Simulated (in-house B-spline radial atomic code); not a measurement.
Computed with a B-spline radial atomic code. Model: two electrons, singlet ground state, non-relativistic, full CI in B-splines with partial waves to l = 8 (at full coupling up to 3e-4 hartree above the limit, correlation up to 0.6 % small), density held at that of full coupling by Lieb maximisation.

W(λ) is the mean repulsion in the state of coupling λ less the Hartree energy of the fixed density. Its start is exact exchange, its initial slope is twice the second-order Görling-Levy correlation energy, and its area from 0 to 1 is E_xc. A straight curve means weak, dynamic correlation, and a curve that drops fast and flattens means strong correlation.

Command:
```bash
python run_ac.py task.json out
```
Settings (lengths in bohr, energies in hartree):
```
potential              harmonic
strength               0.00264
lmax                   8
```

Cost of the run: 65 s on 1 thread of Intel(R) Xeon(R) Processor @ 2.30GHz, with other jobs on the host.

**W = mean repulsion less Hartree energy, and W of three functionals.**

Given: confinement harmonic well; well frequency 0.00264 hartree; external potential omega^2 r^2/2.

Computed: LDA exchange minus exact 2.7307 millihartree; SCAN exchange minus exact -0.74878 millihartree.

```json
{"coupling": "0", "W xc (hartree)": "-0.023958", "W xc minus exchange (millihartree)": "0", "kinetic minus Kohn-Sham (millihartree)": "0", "LDA (PW92) W minus its exchange (millihartree)": "0", "PBE W minus its exchange (millihartree)": "0", "SCAN W minus its exchange (millihartree)": "0"}
{"coupling": "0.02", "W xc (hartree)": "?", "W xc minus exchange (millihartree)": "?", "kinetic minus Kohn-Sham (millihartree)": "?", "LDA (PW92) W minus its exchange (millihartree)": "?", "PBE W minus its exchange (millihartree)": "?", "SCAN W minus its exchange (millihartree)": "?"}
{"coupling": "0.05", "W xc (hartree)": "-0.028048", "W xc minus exchange (millihartree)": "-4.089", "kinetic minus Kohn-Sham (millihartree)": "0.08", "LDA (PW92) W minus its exchange (millihartree)": "-6.58", "PBE W minus its exchange (millihartree)": "-4.43", "SCAN W minus its exchange (millihartree)": "-3.15"}
{"coupling": "0.12", "W xc (hartree)": "-0.030038", "W xc minus exchange (millihartree)": "-6.08", "kinetic minus Kohn-Sham (millihartree)": "0.24", "LDA (PW92) W minus its exchange (millihartree)": "-9.43", "PBE W minus its exchange (millihartree)": "-6.84", "SCAN W minus its exchange (millihartree)": "-5.26"}
{"coupling": "0.25", "W xc (hartree)": "-0.031313", "W xc minus exchange (millihartree)": "-7.355", "kinetic minus Kohn-Sham (millihartree)": "0.46", "LDA (PW92) W minus its exchange (millihartree)": "-11.77", "PBE W minus its exchange (millihartree)": "-8.93", "SCAN W minus its exchange (millihartree)": "-7"}
{"coupling": "0.4", "W xc (hartree)": "-0.03192", "W xc minus exchange (millihartree)": "-7.962", "kinetic minus Kohn-Sham (millihartree)": "0.66", "LDA (PW92) W minus its exchange (millihartree)": "-13.12", "PBE W minus its exchange (millihartree)": "-10.16", "SCAN W minus its exchange (millihartree)": "-7.87"}
{"coupling": "0.6", "W xc (hartree)": "-0.032346", "W xc minus exchange (millihartree)": "-8.388", "kinetic minus Kohn-Sham (millihartree)": "0.86", "LDA (PW92) W minus its exchange (millihartree)": "-14.17", "PBE W minus its exchange (millihartree)": "-11.12", "SCAN W minus its exchange (millihartree)": "-8.43"}
{"coupling": "0.8", "W xc (hartree)": "-0.032606", "W xc minus exchange (millihartree)": "-8.648", "kinetic minus Kohn-Sham (millihartree)": "1.04", "LDA (PW92) W minus its exchange (millihartree)": "-14.84", "PBE W minus its exchange (millihartree)": "-11.75", "SCAN W minus its exchange (millihartree)": "-8.72"}
{"coupling": "1", "W xc (hartree)": "-0.032788", "W xc minus exchange (millihartree)": "-8.83", "kinetic minus Kohn-Sham (millihartree)": "1.21", "LDA (PW92) W minus its exchange (millihartree)": "-15.32", "PBE W minus its exchange (millihartree)": "-12.19", "SCAN W minus its exchange (millihartree)": "-8.91"}
{"coupling": "1.4", "W xc (hartree)": "?", "W xc minus exchange (millihartree)": "?", "kinetic minus Kohn-Sham (millihartree)": "?", "LDA (PW92) W minus its exchange (millihartree)": "?", "PBE W minus its exchange (millihartree)": "?", "SCAN W minus its exchange (millihartree)": "?"}
{"coupling": "2", "W xc (hartree)": "-0.033266", "W xc minus exchange (millihartree)": "-9.307", "kinetic minus Kohn-Sham (millihartree)": "1.89", "LDA (PW92) W minus its exchange (millihartree)": "-16.6", "PBE W minus its exchange (millihartree)": "-13.39", "SCAN W minus its exchange (millihartree)": "-9.27"}
```

(1) What belongs in the row 0.02?

(2) What belongs in the row 1.4?

(3) What is the PBE exchange minus exact?

**Energy parts, natural occupations and partial-wave weights.**

Computed: total energy 0.0290 hartree; exchange energy -0.023958 hartree; correlation energy -0.007623 hartree; kinetic part of the DFT correlation energy 0.0012071 hartree; kinetic part over minus potential part 0.1367; Hartree energy 0.047916 hartree.

| natural | occupation of the shell (electrons) |
| --- | --- |
| s | 1.043 |
| p | 0.83537 |
| d | ? |
| s | 0.019821 |
| p | 0.0054715 |
| f | 0.0015336 |

(4) What belongs in the row d?

```
wave      weight
   s     0.53152
   p           ?
   d    0.047285
   f  0.00076678
   g  4.3504e-07
```

(5) What belongs in the row p?

(6) What is the Kohn-Sham kinetic?

(7) What is the Lieb Oxford ratio E_xc over LDA exchange?

Results:

(1) W xc (hartree): -0.026122; W xc minus exchange (millihartree): -2.164; kinetic minus Kohn-Sham (millihartree): 0.02; LDA (PW92) W minus its exchange (millihartree): -4.07; PBE W minus its exchange (millihartree): -2.46; SCAN W minus its exchange (millihartree): -1.56.

(2) W xc (hartree): -0.033035; W xc minus exchange (millihartree): -9.077; kinetic minus Kohn-Sham (millihartree): 1.5; LDA (PW92) W minus its exchange (millihartree): -15.98; PBE W minus its exchange (millihartree): -12.81; SCAN W minus its exchange (millihartree): -9.11.

(3) 0.12514 millihartree.

(4) occupation of the shell (electrons): 0.094481.

(5) weight: 0.42042.

(6) 0.001964 hartree.

(7) 1.4877.

Half-way to full coupling W has made 93 % of its drop, against 50 % for a straight line, and second-order (GL2) theory, half the initial slope, overshoots the correlation energy by about 725 %: correlation is strong. Over couplings 0 to 1 the errors in E_xc come to about -2.3 millihartree for LDA, -2.1 millihartree for PBE, -0.6 millihartree for SCAN, so SCAN is nearest. In LDA and PBE and SCAN the errors of exchange and correlation have opposite signs, so the sum is smaller than the larger of the two.
